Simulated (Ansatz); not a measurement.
Program: Ansatz 0.2.0.

Basis-set series for AlF3H3P, SMILES `F[P+](F)(F)[AlH3-]`. Total charge 0; spin multiplicity 1. Geometry: relaxed with PBE0-D4/def2-TZVP.

| functional | basis | functions | energy (Eh) | HOMO (eV) | LUMO (eV) |
| --- | --- | --- | --- | --- | --- |
| PBE0-D4 | def2-SVP | 93 | -884.22015 | -8.46 | -0.68 |
| PBE0-D4 | def2-QZVPP | 401 | -884.86766 | -8.47 | -1.05 |
| ωB97M-V | def2-SVP | 93 | -884.62986 | -10.63 | 1.47 |
| ωB97M-V | def2-QZVPP | 401 | -885.28332 | -10.71 | 0.93 |

Question: Give the rows for def2-TZVPP. (Estimate.)

Answer: The calculation gave: 
```
functional       basis  functions  energy (Eh)  HOMO (eV)  LUMO (eV)
   PBE0-D4  def2-TZVPP        219   -884.83144      -8.46      -1.00
   ωB97M-V  def2-TZVPP        219   -885.24903     -10.69       1.05
```

Positive LUMOs are unbound and depend on the basis.
